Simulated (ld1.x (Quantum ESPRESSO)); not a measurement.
# Plane-wave convergence, TM potential for osmium

ld1.x (Quantum ESPRESSO) 7.5 input, shortened:

```
&input
   title='Os', zed=76., rel=1, dft='BP', iswitch=3,
   config='[Xe] 4f14 5d6 6s1.5 6p0'
 /
 &inputp
   pseudotype=2, tm=.true., lloc=0,
   nlcc=.true., rcore=1.65
 /
3
6P  2  1   0.00   0.00  2.60  2.60  0.0
5D  3  2   6.00   0.00  1.95  1.95  0.0
6S  1  0   1.50   0.00  2.60  2.60  0.0
 &test
   configts(1)='5d6 6s1.5 6p0'
 /
```

The pseudo-atom Hamiltonian at the reference potential is diagonalised in spherical Bessel functions j_l(qr) that vanish at 20 bohr, with q² up to the cutoff. All-electron valence levels (Ry): 6p -0.3045, 5d -0.7506, 6s -0.7154.

Q: How do the lowest levels (Ry) of each channel move with the cutoff, and are there ghosts?

A:

| cutoff (Ry) | p #1 | p #2 | d #1 | s #1 | f #1 | f #2 | Σ f·Δε (mRy) |
| --- | --- | --- | --- | --- | --- | --- | --- |
| 8 | -0.3014 | -0.0495 | -0.2005 | -0.7096 | 0.0294 | 0.1397 | 3308.9 |
| 10 | -0.3019 | -0.0495 | -0.2744 | -0.7099 | 0.0294 | 0.1397 | 2864.9 |
| 12 | -0.3029 | -0.0496 | -0.3764 | -0.7115 | 0.0294 | 0.1397 | 2250.8 |
| 18 | -0.3043 | -0.0498 | -0.6301 | -0.7149 | 0.0294 | 0.1397 | 723.4 |
| 21 | -0.3043 | -0.0498 | -0.6880 | -0.7151 | 0.0294 | 0.1397 | 375.7 |
| 25 | -0.3044 | -0.0498 | -0.7214 | -0.7151 | 0.0294 | 0.1397 | 175.2 |
| 30 | -0.3044 | -0.0498 | -0.7432 | -0.7152 | 0.0294 | 0.1397 | 44.6 |
| 35 | -0.3045 | -0.0498 | -0.7492 | -0.7153 | 0.0294 | 0.1397 | 8.0 |
| 45 | -0.3045 | -0.0498 | -0.7505 | -0.7154 | 0.0294 | 0.1397 | 0.6 |
| 50 | -0.3045 | -0.0498 | -0.7505 | -0.7154 | 0.0294 | 0.1397 | 0.5 |
| 55 | -0.3045 | -0.0498 | -0.7505 | -0.7154 | 0.0294 | 0.1397 | 0.4 |
| 400 | -0.3045 | -0.0499 | -0.7506 | -0.7154 | 0.0294 | 0.1397 | 0.0 |

Result: no extra level below or beside the all-electron valence levels (p, d, s, f tested); 10 mRy is reached at 35 Ry and 1 mRy at 45 Ry.
